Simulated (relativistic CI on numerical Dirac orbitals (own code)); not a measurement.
**Hyperfine structure of Tc XLII, mass number 99**

Calculated at this level of theory: Dirac-Coulomb-Breit CI, separate exchange-only KLI orbitals for each configuration, model QED, unscaled Slater integrals (own radial code, finite nucleus).

Configurations in the expansion: 1s², 1s2s, 1s2p, 1s3s, 1s3p, 1s3d, 1s4s, 1s4p, 1s4d, 1s4f, 1s5s, 1s5p, 1s5d, 1s5f, 1s5g, 1s6s, 1s6p, 1s6d. Levels of other configurations are missing.

Nuclear spin I = 9/2, μ = 5.678 μN, Q = -0.129 b (tables of Stone and Pyykkö). The electronic factors are computed for point nuclear moments, without core polarisation or the Bohr-Weisskopf and QED corrections.

```json
{"Level": "1s2s ³S1", "E (eV)": "18740.1", "A (GHz)": "16620", "B (GHz)": "0.000465"}
{"Level": "1s2p ³P°1", "E (eV)": "18798.6", "A (GHz)": "15170", "B (GHz)": "5.33"}
{"Level": "1s2p ³P°2", "E (eV)": "18941.3", "A (GHz)": "7524", "B (GHz)": "-40.4"}
{"Level": "1s2p ¹P°1", "E (eV)": "18969.3", "A (GHz)": "-6923", "B (GHz)": "-25.2"}
{"Level": "1s3s ³S1", "E (eV)": "22248.7", "A (GHz)": "15310", "B (GHz)": "0.00058"}
{"Level": "1s3p ³P°1", "E (eV)": "22264.7", "A (GHz)": "14790", "B (GHz)": "1.47"}
{"Level": "1s3p ³P°2", "E (eV)": "22307.2", "A (GHz)": "7425", "B (GHz)": "-12.3"}
{"Level": "1s3d ³D2", "E (eV)": "22314.1", "A (GHz)": "7409", "B (GHz)": "-2.39"}
```

Levels with J = 0, under 50 % of one LS term, or S terms without an open s electron are left out. Small factors come from cancelling terms and can be off by tens of per cent or more.

At this charge energies of transitions that change n are usually good to better than 1 %, and those within a shell (Δn = 0) to a few per cent.

(1) Give the hyperfine levels of 1s2s ³S1 relative to its centre of gravity.

## Answers

(1) With K = F(F + 1) − I(I + 1) − J(J + 1), E = AK/2 + B[¾K(K + 1) − I(I + 1)J(J + 1)]/[2I(2I − 1)J(2J − 1)]: F = 7/2: -91440, F = 9/2: -16620, F = 11/2: 74810 GHz.

LS names give the leading component of a level, which can be under half, so a name can repeat, a term be missing and a line seem to break the LS rules.
